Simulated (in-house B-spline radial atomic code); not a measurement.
Configurations of Ne3+, with energies counted from [He] 2s2 2p3. Computed with a radial B-spline atomic code at the basis-set limit: non-relativistic HSE06, spin-polarised, spherical fractional occupations, exact exchange averaged over the configuration, point nucleus. Shells without spins written out take the highest spin.

| configuration | E - E(ref) (eV) | highest orbital | its <r> (bohr) |
| --- | --- | --- | --- |
| [He] 2s1 2p3 3s1 | 69.972 | 3s up | 2.195 |
| [He] 2s2 2p2 3d1 | 71.421 | 3d up | 2.339 |
| [He] 2s1 2p3 3p1 | 75.313 | 3p up | 2.312 |

Order these further configurations by energy, lowest first.
A. [He] 2s1 2p4
B. [He] 2s2 2p2 3s1
C. [He] 2s1 2p3 3d1

A (22.72 eV), B (59.644 eV), C (81.689 eV).
